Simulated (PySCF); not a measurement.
**Radial density of O²⁺ (oxygen, charge +2)**

UHF, [He] 2s2 2p2, high-spin 3P determinant. All numbers are calculated (PySCF 2.14, scalar relativity by spin-free X2C-1e, in ANO-RCC-VTZP (4s3p2d1f, 30 functions)).

| r (bohr) | 4πr²ρ (e/bohr) | 4πr²(ρα − ρβ) |
| --- | --- | --- |
| 0.00395 | 0.06120 | 0.0001 |
| 0.00664 | 0.1631 | 0.0002 |
| 0.0112 | 0.4238 | 0.0006 |
| 0.0188 | 1.052 | 0.0016 |
| 0.0316 | 2.412 | 0.0040 |
| 0.0531 | 4.828 | 0.0104 |
| 0.0894 | 7.693 | 0.0315 |
| 0.150 | 8.409 | 0.1185 |
| 0.253 | 5.188 | 0.4494 |
| 0.425 | 2.776 | 1.2679 |
| 0.716 | 3.902 | 1.9579 |
| 1.20 | 2.605 | 1.1634 |
| 2.02 | 0.3905 | 0.1783 |
| 3.41 | 0.005195 | 0.0027 |
| 5.73 | 6.632e-05 | 0.0001 |

Densities and radii are taken from the X2C orbitals without a picture-change correction, which distorts them close to the nucleus.
